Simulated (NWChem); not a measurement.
BiHBr₂; SMILES [Br][BiH][Br]

```xyz
4

Bi    -0.7221     0.0029     0.0000
H     -0.8344    -1.7992     0.0000
Br     0.9386     0.0286    -2.0231
Br     0.9386     0.0286     2.0231
```
Atoms are numbered in this order, from 1.

Level: PBE0/def2-SVP with def2 effective core potentials on Bi (NWChem), optimised geometry, unscaled harmonic frequencies. This build's default masses of Se (78.918 u) and Br (79.917 u) are each other's, which moves their modes by up to 0.6 %. def2 effective core potentials on Bi; no spin-orbit coupling.

Question: List the harmonic frequencies with IR intensities, and the thermochemistry.

Answer: 
```tsv
frequency (cm⁻¹)	IR intensity (km/mol)
66	0.7
221	32.5
225	10.6
529	15.1
559	16.1
1811	204.0
```

```json
{
  "zero_point_energy": "4.9 kcal/mol",
  "thermal correction to the enthalpy at 298.15 K (with zero-point energy)": "8.6 kcal/mol",
  "heat capacity Cv": "13.9 cal/(mol K)",
  "entropy at 298.15 K and 1 atm (symmetry number 1)": "83.2 cal/(mol K)"
}
```

Rigid rotor and harmonic oscillator; modes under 100 cm⁻¹ make the entropy uncertain.
